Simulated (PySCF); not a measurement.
The group X on SiH2(OH)-X is varied. All species are isolated molecules in the gas phase. One relaxed conformer stands for each flexible species; it need not be the lowest. Strings in code marks are SMILES.

Computed with PBE-D3(BJ)/def2-TZVP // PBE0-D4/def2-TZVP run with PySCF. All candidates: neutral, multiplicity 1. Excitations are Tamm–Dancoff values on a coarser integration grid. The basis has no diffuse functions, so Rydberg states are missing or too high.

- LUMO: -2.86 eV
- HOMO: -6.09 eV
- S1 excitation (TDA): 3.47 eV

Which member has these values?
A. `O[SiH2][SeH]` (H–O–Si–Se torsion 47°, O–Si–Se–H torsion -98°)
B. `CS[SiH2]O` (C–S–Si–O torsion 152°, S–Si–O–H torsion -50°)
C. `O[SiH2][GeH3]` (H–O–Si–Ge torsion 60°)
D. `O[SiH2][AlH2]`

D, `O[SiH2][AlH2]`. The others give `O[SiH2][GeH3]` (H–O–Si–Ge torsion 60°): -1.20 eV, -6.60 eV, 5.63 eV; `O[SiH2][SeH]` (H–O–Si–Se torsion 47°, O–Si–Se–H torsion -98°): -1.00 eV, -6.12 eV, 5.31 eV; `CS[SiH2]O` (C–S–Si–O torsion 152°, S–Si–O–H torsion -50°): -1.03 eV, -5.79 eV, 4.88 eV
